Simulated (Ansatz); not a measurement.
The same path of BClH$_{3}$Si$_{2}$ (7 atoms, charge -1, multiplicity 1) was run twice with different band settings. Lost on the way: Si1–H6. Made: B2–H6.

Level of theory: Ansatz, RKS PBE-D4/def2-SVP.

Relaxed end points:

```xyz
7
Properties=species:S:1:pos:R:3
Si -0.449 1.180 -0.281
B 0.279 -0.573 0.254
Si 0.543 -2.359 -0.117
Cl 1.608 -3.628 1.302
H 0.100 1.867 -1.531
H -0.123 2.173 0.831
H -1.958 1.341 -0.458
```

```xyz
7
Properties=species:S:1:pos:R:3
Si -0.575 1.076 -0.691
B 0.085 0.007 0.714
Si 0.804 -1.512 -0.316
Cl 1.490 -2.944 1.257
H -0.435 0.695 -2.152
H -0.017 0.284 1.899
H -1.351 2.394 -0.709
```

Common settings: spring 5.0 eV/Å²; optimiser quadratic models (default); start path through a guess of the saddle point; force threshold 0.05 eV/Å; iteration limit 60; end points relaxed.

| run | movable images | climbing image |
| --- | --- | --- |
| 1 | 7 | yes |
| 2 | 3 | no |

Q: What does each run give, and how far can it be trusted?

A: Run 1: converged after 15 iterations, highest image 0.386 eV above the first end. A vibrational analysis at the climbing image gives one clearly imaginary mode, 497i cm⁻¹: a first-order saddle point.
Run 2: converged after 10 iterations, highest image 0.166 eV above the first end. No image climbed, so the highest image needn't sit at the top of the path. A band with more images between the same ends climbed to 0.39 eV, so this one has probably stepped over the top. So few images can step over the top or miss a turn of the path.
The orbitals stay closed-shell, which can raise the energy where a bond breaks towards radicals; this wasn't checked here. Limits of this set-up: an anion without diffuse functions.
